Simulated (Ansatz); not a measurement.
Basis-set series for H6OSiSn (`[SiH3][O][SnH3]`). Charge 0, multiplicity 1. Sn: def2 effective core potential. Geometry: relaxed with PBE0-D4/def2-TZVP.

Z-matrix (Å, degrees):
```
Si
O 1 1.627
H 1 1.486 2 109.0
H 1 1.492 2 111.4 3 120.0
H 1 1.492 2 111.4 3 -120.0
Sn 2 1.963 1 136.6 3 180.0
H 6 1.699 2 103.7 1 179.7
H 6 1.705 2 106.7 1 59.8
H 6 1.705 2 106.7 1 -60.5
```

| functional | basis | functions | energy (Eh) | HOMO (eV) | LUMO (eV) |
| --- | --- | --- | --- | --- | --- |
| PBE0-D4 | def2-SVP | 88 | -582.27587 | -8.12 | -0.45 |
| PBE0-D4 | def2-TZVPP | 207 | -582.49183 | -8.25 | -0.76 |
| ωB97M-V | def2-SVP | 88 | -582.36223 | -10.38 | 1.32 |
| ωB97M-V | def2-TZVPP | 207 | -582.58352 | -10.55 | 0.76 |

Problem. Give the rows for def2-QZVPP. (Best estimate.)

Solution. Ansatz gave: 
```
functional       basis  functions  energy (Eh)  HOMO (eV)  LUMO (eV)
   PBE0-D4  def2-QZVPP        389   -582.50949      -8.27      -0.83
   ωB97M-V  def2-QZVPP        389   -582.60000     -10.57       0.56
```

Positive LUMOs are unbound and depend on the basis.
